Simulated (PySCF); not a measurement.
LDA on Cs- (caesium, charge -1), [Xe] 6s2, closed-shell 1S. Computed with PySCF 2.14 in aug-cc-pVQZ-X2C (10s9p7d4f2g, 118 functions), with the spin-free X2C one-electron Hamiltonian (Gaussian nucleus).

```
cycle= 1 E= -7779.28326173928  delta_E= -0.00521  |g|= 0.0382  |ddm|= 5.52
cycle= 2 E= -7779.28218363274  delta_E= 0.00108  |g|= 0.041  |ddm|= 3.85
cycle= 3 E= -7779.2872737909  delta_E= -0.00509  |g|= 0.00248  |ddm|= 2.42
cycle= 4 E= -7779.28731988869  delta_E= -4.61e-05  |g|= 0.00135  |ddm|= 0.167
cycle= 5 E= -7779.28733077791  delta_E= -1.09e-05  |g|= 4.89e-05  |ddm|= 0.0663
cycle= 6 E= -7779.28733078621  delta_E= -8.3e-09  |g|= 1.59e-05  |ddm|= 0.00534
cycle= 7 E= -7779.28733078746  delta_E= -1.25e-09  |g|= 4.14e-07  |ddm|= 0.00144
cycle= 8 E= -7779.28733078746  delta_E= -9.09e-13  |g|= 1.21e-08  |ddm|= 8.21e-05
converged SCF energy = -7779.28733078746  <S^2> = -2.1316282e-14  2S+1 = 1
```

Highest occupied orbital energy: 0.613 eV; ⟨L²⟩ = 0.00; populations by l: s 12.00, p 24.00, d 20.00, f 0.00.

Q: Can this result be used?

A: With care. Self-consistency was reached. Spin-orbit coupling, which splits the p, d and f shells strongly at this Z, is absent. At LDA the highest occupied level has a positive energy, so only the finite basis holds that electron; in a semilocal or global hybrid functional this comes from self-interaction and does not mean that the real anion is unbound.
